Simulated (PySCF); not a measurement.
## Computed vibrations of [PbCl3(NH3)]−

[PbCl3(NH3)]− (singlet). PySCF 2.14.0, RKS PBE0, Pb def2-SVP with ECP60, Cl def2-SVP, N def2-SVP, H def2-SVP; non-relativistic Hamiltonian with scalar-relativistic core potentials where named; density fitting; no spin-orbit coupling. Central differences of gradients.

```xyz
8

Pb   -0.1022    0.1022   -0.1022
Cl    1.5218    1.3583    1.5218
Cl   -1.3583   -1.5218    1.5218
Cl    1.5218   -1.5218   -1.3583
N    -2.1743    2.1743   -2.1743
H    -2.7796    2.7796   -1.6231
H    -1.6231    2.7796   -2.7796
H    -2.7796    1.6231   -2.7796
```

Run from Python with OMP_NUM_THREADS=2. Where DIIS fails, smearing, a level shift and second-order steps follow.
It took 52 s on 2 threads of Intel(R) Xeon(R) Platinum 8559C (Emerald Rapids), on a shared host.

**Question.** What are the harmonic wavenumbers and infrared intensities?

**Answer.** Modes are labelled in C3v; negative numbers are unstable modes, those under 60 cm⁻¹ near the noise; a finer grid moves soft modes by up to 10 cm⁻¹.
```csv
cm⁻¹,km/mol,symmetry
-54,–,e
-54,–,e
-19,–,e
-19,–,e
52,0.0,a1
78,0.9,e
78,0.9,e
87,9.6,a1
94,0.0,a2
249,94.8,e
249,94.8,e
270,38.6,a1
963,130.3,a1
1642,11.5,e
1642,11.5,e
3510,0.0,a1
3656,3.7,e
3656,3.7,e
```

**Question.** Is this a minimum?

**Answer.** Probably not: 2 unstable, though so soft as to be near the noise (and 2 more above −25 cm⁻¹, within the noise); the lowest moves the atoms so:
```
Pb   0.00 -0.01  0.00
Cl  -0.01  0.02 -0.01
Cl   0.02  0.00  0.01
Cl   0.00  0.00  0.01
N   -0.01 -0.01  0.00
H    0.27  0.12  0.16
H    0.46 -0.08  0.35
H   -0.24  0.61 -0.34
```
